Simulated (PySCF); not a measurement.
## Calculated data, FH2Si

All values are calculated (PySCF 2.14.0). Calculation on a computer-drawn molecule: vertical ionisation energy to the stated ion spin, frozen-core CCSD(T) at the basis limit and cheaper methods, single-reference cases, UHF for radicals, no spin-orbit; all values are single points at the evaluated structure, the first of each entry, which is the reference or a displaced copy of it and isn't optimised; the reference structure only sets the zero of the energies above reference; triples share is (T) over the correlation energy.

Common to all runs: charge 1; multiplicity 1; ion multiplicity 2; diffuse functions no; basis cc-pV(n+d)Z; reference is the Hartree-Fock double-zeta minimum; best is HF at quadruple zeta + MP2 correlation extrapolated from triple and quadruple zeta + CCSD(T) minus MP2 at triple zeta; basis step is the size of the change from the same recipe one zeta lower.

(1) 
```xyz
4
formula=FH2Si ionisation_energy_best=20.2 ionisation_energy_basis_step=0.01639 energy_above_reference_best=26.36 energy_above_reference_basis_step=1.251 ionisation_energy_Koopmans_at_triple_zeta=20.23 ionisation_energy_EOM_CCSD_at_triple_zeta=20.15 total_energy_HF_triple_zeta=-389.2855 total_energy_CCSD(T)_triple_zeta=-389.6550 total_energy_best=-389.7217 T1_diagnostic_at_triple_zeta=0.01172 D1_diagnostic_at_triple_zeta=0.02833 ion_T1_diagnostic_at_triple_zeta=0.02541 ion_D1_diagnostic_at_triple_zeta=0.06564 ion_spin_squared_at_triple_zeta=0.8267 triples_share_at_triple_zeta=0.02506 basis_functions_triple_zeta=97
F     -0.4117     0.9954     0.6975
Si     0.8223     0.9855     1.2999
H      1.2474    -0.3632     1.9832
H      1.5813     2.3318     1.6450
```

Units: ionisation_energy_best, ionisation_energy_basis_step, ionisation_energy_Koopmans_at_triple_zeta, ionisation_energy_EOM_CCSD_at_triple_zeta in eV; energy_above_reference_best, energy_above_reference_basis_step in kcal/mol; total_energy_HF_triple_zeta, total_energy_CCSD(T)_triple_zeta, total_energy_best in hartree.

Reference structure:
```xyz
4
FH2Si
F     -0.4670     1.0251     0.6251
Si     0.8621     0.9942     1.4253
H      1.2307    -0.2919     1.9930
H      1.5801     2.2550     1.5114
```

Drawn bonds:
```csv
atom,other atom,order
1,2,1
2,3,1
2,4,1
```

Triple zeta:
```csv
method,ionisation energy (eV),energy above reference (kcal/mol)
HF,19.33,23.4
PBE,19.66,27.31
r2SCAN,19.75,25.98
B3LYP,19.93,26.67
wB97X,20.04,26.4
MP2,20.05,28
CCSD,20.1,26.15
CCSD(T),20.08,26.72
```

(2) 
```xyz
4
formula=FH2Si ionisation_energy_best=21.22 ionisation_energy_basis_step=0.01884 energy_above_reference_best=0.05351 energy_above_reference_basis_step=0.1629 ionisation_energy_Koopmans_at_triple_zeta=21.49 ionisation_energy_EOM_CCSD_at_triple_zeta=21.18 total_energy_HF_triple_zeta=-389.3236 total_energy_CCSD(T)_triple_zeta=-389.6974 total_energy_best=-389.7637 T1_diagnostic_at_triple_zeta=0.01387 D1_diagnostic_at_triple_zeta=0.03673 ion_T1_diagnostic_at_triple_zeta=0.03985 ion_D1_diagnostic_at_triple_zeta=0.1581 ion_spin_squared_at_triple_zeta=0.8139 triples_share_at_triple_zeta=0.02678 basis_functions_triple_zeta=97
F     -0.4689     1.0413     0.6418
Si     0.8461     1.0202     1.4184
H      1.2118    -0.2743     2.0311
H      1.5784     2.2605     1.4451
```

Units: ionisation_energy_best, ionisation_energy_basis_step, ionisation_energy_Koopmans_at_triple_zeta, ionisation_energy_EOM_CCSD_at_triple_zeta in eV; energy_above_reference_best, energy_above_reference_basis_step in kcal/mol; total_energy_HF_triple_zeta, total_energy_CCSD(T)_triple_zeta, total_energy_best in hartree.

Reference structure:
```xyz
4
FH2Si
F     -0.4670     1.0251     0.6251
Si     0.8621     0.9942     1.4253
H      1.2307    -0.2919     1.9930
H      1.5801     2.2550     1.5114
```

Drawn bonds:
```csv
atom,other atom,order
1,2,1
2,3,1
2,4,1
```

Triple zeta:
```csv
method,ionisation energy (eV),energy above reference (kcal/mol)
HF,20.6,-0.4791
PBE,20.45,0.3981
r2SCAN,20.62,0.08571
B3LYP,20.83,0.1642
wB97X,21.01,0.07511
MP2,21.14,0.181
CCSD,21.18,-0.002552
CCSD(T),21.1,0.09857
```

(3) 
```xyz
4
formula=FH2Si ionisation_energy_best=21.14 ionisation_energy_basis_step=0.02077 energy_above_reference_best=0.1992 energy_above_reference_basis_step=0.1418 ionisation_energy_Koopmans_at_triple_zeta=21.39 ionisation_energy_EOM_CCSD_at_triple_zeta=21.1 total_energy_HF_triple_zeta=-389.3229 total_energy_CCSD(T)_triple_zeta=-389.6972 total_energy_best=-389.7634 T1_diagnostic_at_triple_zeta=0.01401 D1_diagnostic_at_triple_zeta=0.03702 ion_T1_diagnostic_at_triple_zeta=0.0392 ion_D1_diagnostic_at_triple_zeta=0.1547 ion_spin_squared_at_triple_zeta=0.8121 triples_share_at_triple_zeta=0.02696 basis_functions_triple_zeta=97
F     -0.4597     1.0276     0.6171
Si     0.8464     0.9846     1.4209
H      1.2382    -0.2854     1.9898
H      1.5912     2.2781     1.5233
```

Units: ionisation_energy_best, ionisation_energy_basis_step, ionisation_energy_Koopmans_at_triple_zeta, ionisation_energy_EOM_CCSD_at_triple_zeta in eV; energy_above_reference_best, energy_above_reference_basis_step in kcal/mol; total_energy_HF_triple_zeta, total_energy_CCSD(T)_triple_zeta, total_energy_best in hartree.

Reference structure:
```xyz
4
FH2Si
F     -0.4670     1.0251     0.6251
Si     0.8621     0.9942     1.4253
H      1.2307    -0.2919     1.9930
H      1.5801     2.2550     1.5114
```

Drawn bonds:
```csv
atom,other atom,order
1,2,1
2,3,1
2,4,1
```

Triple zeta:
```csv
method,ionisation energy (eV),energy above reference (kcal/mol)
HF,20.51,-0.04681
PBE,20.39,0.2471
r2SCAN,20.55,0.1734
B3LYP,20.77,0.2583
wB97X,20.94,0.2238
MP2,21.05,0.3544
CCSD,21.09,0.1754
CCSD(T),21.02,0.2265
```

(4) 
```xyz
4
formula=FH2Si ionisation_energy_best=20.95 ionisation_energy_basis_step=0.02738 energy_above_reference_best=12.06 energy_above_reference_basis_step=0.1123 ionisation_energy_Koopmans_at_triple_zeta=21.17 ionisation_energy_EOM_CCSD_at_triple_zeta=20.89 total_energy_HF_triple_zeta=-389.3033 total_energy_CCSD(T)_triple_zeta=-389.6784 total_energy_best=-389.7445 T1_diagnostic_at_triple_zeta=0.01428 D1_diagnostic_at_triple_zeta=0.03801 ion_T1_diagnostic_at_triple_zeta=0.03617 ion_D1_diagnostic_at_triple_zeta=0.1509 ion_spin_squared_at_triple_zeta=0.7691 triples_share_at_triple_zeta=0.02704 basis_functions_triple_zeta=97
F     -0.3847     1.0554     0.6154
Si     0.9053     0.8313     1.4274
H      1.2521    -0.2565     2.0686
H      1.5561     2.2495     1.4611
```

Units: ionisation_energy_best, ionisation_energy_basis_step, ionisation_energy_Koopmans_at_triple_zeta, ionisation_energy_EOM_CCSD_at_triple_zeta in eV; energy_above_reference_best, energy_above_reference_basis_step in kcal/mol; total_energy_HF_triple_zeta, total_energy_CCSD(T)_triple_zeta, total_energy_best in hartree.

Reference structure:
```xyz
4
FH2Si
F     -0.4670     1.0251     0.6251
Si     0.8621     0.9942     1.4253
H      1.2307    -0.2919     1.9930
H      1.5801     2.2550     1.5114
```

Drawn bonds:
```csv
atom,other atom,order
1,2,1
2,3,1
2,4,1
```

Triple zeta:
```csv
method,ionisation energy (eV),energy above reference (kcal/mol)
HF,20.2,12.21
PBE,20.27,12.26
r2SCAN,20.4,12.09
B3LYP,20.63,11.98
wB97X,20.77,12.05
MP2,20.76,12.11
CCSD,20.89,11.98
CCSD(T),20.83,12
```

(5) 
```xyz
4
formula=FH2Si ionisation_energy_best=21.24 ionisation_energy_basis_step=0.02184 energy_above_reference_best=0.2513 energy_above_reference_basis_step=0.04649 ionisation_energy_Koopmans_at_triple_zeta=21.54 ionisation_energy_EOM_CCSD_at_triple_zeta=21.2 total_energy_HF_triple_zeta=-389.3219 total_energy_CCSD(T)_triple_zeta=-389.6972 total_energy_best=-389.7633 T1_diagnostic_at_triple_zeta=0.01453 D1_diagnostic_at_triple_zeta=0.03883 ion_T1_diagnostic_at_triple_zeta=0.04483 ion_D1_diagnostic_at_triple_zeta=0.1838 ion_spin_squared_at_triple_zeta=0.8147 triples_share_at_triple_zeta=0.02735 basis_functions_triple_zeta=97
F     -0.4714     1.0246     0.6197
Si     0.8697     0.9912     1.4190
H      1.2324    -0.3108     2.0016
H      1.5834     2.2506     1.5181
```

Units: ionisation_energy_best, ionisation_energy_basis_step, ionisation_energy_Koopmans_at_triple_zeta, ionisation_energy_EOM_CCSD_at_triple_zeta in eV; energy_above_reference_best, energy_above_reference_basis_step in kcal/mol; total_energy_HF_triple_zeta, total_energy_CCSD(T)_triple_zeta, total_energy_best in hartree.

Reference structure:
```xyz
4
FH2Si
F     -0.4670     1.0251     0.6251
Si     0.8621     0.9942     1.4253
H      1.2307    -0.2919     1.9930
H      1.5801     2.2550     1.5114
```

Drawn bonds:
```csv
atom,other atom,order
1,2,1
2,3,1
2,4,1
```

Triple zeta:
```csv
method,ionisation energy (eV),energy above reference (kcal/mol)
HF,20.66,0.5789
PBE,20.44,-0.07071
r2SCAN,20.62,0.1787
B3LYP,20.84,0.1728
wB97X,21.03,0.2334
MP2,21.18,0.2649
CCSD,21.21,0.2945
CCSD(T),21.12,0.2369
```

(6) 
```xyz
4
formula=FH2Si ionisation_energy_best=19.44 ionisation_energy_basis_step=0.03178 energy_above_reference_best=32.32 energy_above_reference_basis_step=0.02787 ionisation_energy_Koopmans_at_triple_zeta=19.27 ionisation_energy_EOM_CCSD_at_triple_zeta=19.41 total_energy_HF_triple_zeta=-389.2615 total_energy_CCSD(T)_triple_zeta=-389.6461 total_energy_best=-389.7122 T1_diagnostic_at_triple_zeta=0.01591 D1_diagnostic_at_triple_zeta=0.03839 ion_T1_diagnostic_at_triple_zeta=0.02925 ion_D1_diagnostic_at_triple_zeta=0.08919 ion_spin_squared_at_triple_zeta=0.8001 triples_share_at_triple_zeta=0.02952 basis_functions_triple_zeta=97
F     -0.4892     1.0501     0.6530
Si     0.8755     1.0651     1.3987
H      1.2428    -0.2980     1.9678
H      1.8975     2.7634     1.5431
```

Units: ionisation_energy_best, ionisation_energy_basis_step, ionisation_energy_Koopmans_at_triple_zeta, ionisation_energy_EOM_CCSD_at_triple_zeta in eV; energy_above_reference_best, energy_above_reference_basis_step in kcal/mol; total_energy_HF_triple_zeta, total_energy_CCSD(T)_triple_zeta, total_energy_best in hartree.

Reference structure:
```xyz
4
FH2Si
F     -0.4670     1.0251     0.6251
Si     0.8621     0.9942     1.4253
H      1.2307    -0.2919     1.9930
H      1.5801     2.2550     1.5114
```

Drawn bonds:
```csv
atom,other atom,order
1,2,1
2,3,1
2,4,1
```

Triple zeta:
```csv
method,ionisation energy (eV),energy above reference (kcal/mol)
HF,18.38,38.47
PBE,18.9,27.37
r2SCAN,18.96,31.05
B3LYP,19.15,31.34
wB97X,19.2,33.82
MP2,19.12,35.34
CCSD,19.34,33.01
CCSD(T),19.32,32.27
```

(7) 
```xyz
4
formula=FH2Si ionisation_energy_best=20.62 ionisation_energy_basis_step=0.03231 energy_above_reference_best=7.372 energy_above_reference_basis_step=0.08355 ionisation_energy_Koopmans_at_triple_zeta=20.76 ionisation_energy_EOM_CCSD_at_triple_zeta=20.58 total_energy_HF_triple_zeta=-389.3086 total_energy_CCSD(T)_triple_zeta=-389.6858 total_energy_best=-389.7520 T1_diagnostic_at_triple_zeta=0.01472 D1_diagnostic_at_triple_zeta=0.03848 ion_T1_diagnostic_at_triple_zeta=0.03624 ion_D1_diagnostic_at_triple_zeta=0.1393 ion_spin_squared_at_triple_zeta=0.8003 triples_share_at_triple_zeta=0.02784 basis_functions_triple_zeta=97
F     -0.4664     1.0216     0.6277
Si     0.8668     0.9964     1.4303
H      1.2886    -0.4783     2.0771
H      1.5812     2.2495     1.5093
```

Units: ionisation_energy_best, ionisation_energy_basis_step, ionisation_energy_Koopmans_at_triple_zeta, ionisation_energy_EOM_CCSD_at_triple_zeta in eV; energy_above_reference_best, energy_above_reference_basis_step in kcal/mol; total_energy_HF_triple_zeta, total_energy_CCSD(T)_triple_zeta, total_energy_best in hartree.

Reference structure:
```xyz
4
FH2Si
F     -0.4670     1.0251     0.6251
Si     0.8621     0.9942     1.4253
H      1.2307    -0.2919     1.9930
H      1.5801     2.2550     1.5114
```

Drawn bonds:
```csv
atom,other atom,order
1,2,1
2,3,1
2,4,1
```

Triple zeta:
```csv
method,ionisation energy (eV),energy above reference (kcal/mol)
HF,19.85,8.933
PBE,19.95,5.502
r2SCAN,20.08,6.797
B3LYP,20.3,6.958
wB97X,20.45,7.437
MP2,20.45,8.091
CCSD,20.55,7.561
CCSD(T),20.5,7.354
```

(8) 
```xyz
4
formula=FH2Si ionisation_energy_best=20.4 ionisation_energy_basis_step=0.03906 energy_above_reference_best=16.69 energy_above_reference_basis_step=0.2312 ionisation_energy_Koopmans_at_triple_zeta=20.49 ionisation_energy_EOM_CCSD_at_triple_zeta=20.37 total_energy_HF_triple_zeta=-389.2914 total_energy_CCSD(T)_triple_zeta=-389.6712 total_energy_best=-389.7371 T1_diagnostic_at_triple_zeta=0.01555 D1_diagnostic_at_triple_zeta=0.04105 ion_T1_diagnostic_at_triple_zeta=0.03506 ion_D1_diagnostic_at_triple_zeta=0.1385 ion_spin_squared_at_triple_zeta=0.774 triples_share_at_triple_zeta=0.02854 basis_functions_triple_zeta=97
F     -0.4447     1.0526     0.5070
Si     0.8312     0.9538     1.4519
H      1.2256    -0.2854     1.9057
H      1.7141     2.4579     1.5121
```

Units: ionisation_energy_best, ionisation_energy_basis_step, ionisation_energy_Koopmans_at_triple_zeta, ionisation_energy_EOM_CCSD_at_triple_zeta in eV; energy_above_reference_best, energy_above_reference_basis_step in kcal/mol; total_energy_HF_triple_zeta, total_energy_CCSD(T)_triple_zeta, total_energy_best in hartree.

Reference structure:
```xyz
4
FH2Si
F     -0.4670     1.0251     0.6251
Si     0.8621     0.9942     1.4253
H      1.2307    -0.2919     1.9930
H      1.5801     2.2550     1.5114
```

Drawn bonds:
```csv
atom,other atom,order
1,2,1
2,3,1
2,4,1
```

Triple zeta:
```csv
method,ionisation energy (eV),energy above reference (kcal/mol)
HF,19.56,19.68
PBE,19.78,14.01
r2SCAN,19.89,15.98
B3LYP,20.11,15.98
wB97X,20.23,16.88
MP2,20.16,17.52
CCSD,20.33,16.99
CCSD(T),20.28,16.57
```

(9) 
```xyz
4
formula=FH2Si ionisation_energy_best=19.56 ionisation_energy_basis_step=0.03498 energy_above_reference_best=35 energy_above_reference_basis_step=0.349 ionisation_energy_Koopmans_at_triple_zeta=19.39 ionisation_energy_EOM_CCSD_at_triple_zeta=19.53 total_energy_HF_triple_zeta=-389.2573 total_energy_CCSD(T)_triple_zeta=-389.6420 total_energy_best=-389.7080 T1_diagnostic_at_triple_zeta=0.01628 D1_diagnostic_at_triple_zeta=0.0412 ion_T1_diagnostic_at_triple_zeta=0.02815 ion_D1_diagnostic_at_triple_zeta=0.09908 ion_spin_squared_at_triple_zeta=0.7635 triples_share_at_triple_zeta=0.02957 basis_functions_triple_zeta=97
F     -0.4447     1.0526     0.5070
Si     0.8312     0.9538     1.4519
H      1.2256    -0.2854     1.9057
H      1.8320     2.6587     1.5202
```

Units: ionisation_energy_best, ionisation_energy_basis_step, ionisation_energy_Koopmans_at_triple_zeta, ionisation_energy_EOM_CCSD_at_triple_zeta in eV; energy_above_reference_best, energy_above_reference_basis_step in kcal/mol; total_energy_HF_triple_zeta, total_energy_CCSD(T)_triple_zeta, total_energy_best in hartree.

Reference structure:
```xyz
4
FH2Si
F     -0.4670     1.0251     0.6251
Si     0.8621     0.9942     1.4253
H      1.2307    -0.2919     1.9930
H      1.5801     2.2550     1.5114
```

Drawn bonds:
```csv
atom,other atom,order
1,2,1
2,3,1
2,4,1
```

Triple zeta:
```csv
method,ionisation energy (eV),energy above reference (kcal/mol)
HF,18.5,41.09
PBE,19.02,30.75
r2SCAN,19.09,34.1
B3LYP,19.3,34.08
wB97X,19.32,36.34
MP2,19.2,37.37
CCSD,19.46,35.61
CCSD(T),19.44,34.85
```

(10) 
```xyz
4
formula=FH2Si
F     -0.4447     1.0526     0.5070
Si     0.8312     0.9538     1.4519
H      1.2256    -0.2854     1.9057
H      1.8411     2.6742     1.5208
```

Reference structure:
```xyz
4
FH2Si
F     -0.4670     1.0251     0.6251
Si     0.8621     0.9942     1.4253
H      1.2307    -0.2919     1.9930
H      1.5801     2.2550     1.5114
```

Drawn bonds:
```csv
atom,other atom,order
1,2,1
2,3,1
2,4,1
```

## Withheld values
1. Give the missing total energy best for FH2Si (entry 10).
2. Give the missing ionisation energy Koopmans at triple zeta for FH2Si (entry 10).
3. Give the table of triple zeta values for FH2Si (entry 10).

Calculated values
1. -389.7056 hartree
2. 19.31 eV
3. 
Triple zeta:
```csv
method,ionisation energy (eV),energy above reference (kcal/mol)
HF,18.42,42.83
PBE,18.96,32.12
r2SCAN,19.03,35.57
B3LYP,19.23,35.54
wB97X,19.25,37.93
MP2,19.13,38.97
CCSD,19.4,37.1
CCSD(T),19.38,36.31
```

Further results for FH2Si (entry 10):

* ionisation energy best: 19.5 eV
* ionisation energy basis step: 0.0341 eV
* energy above reference best: 36.46 kcal/mol
* energy above reference basis step: 0.364 kcal/mol
* ionisation energy EOM CCSD at triple zeta: 19.47 eV
* total energy HF triple zeta: -389.2545 hartree
* total energy CCSD(T) triple zeta: -389.6397 hartree
* T1 diagnostic at triple zeta: 0.01636
* D1 diagnostic at triple zeta: 0.04123
* ion T1 diagnostic at triple zeta: 0.02782
* ion D1 diagnostic at triple zeta: 0.09707
* ion spin squared at triple zeta: 0.7629
* triples share at triple zeta: 0.02967
* basis functions triple zeta: 97
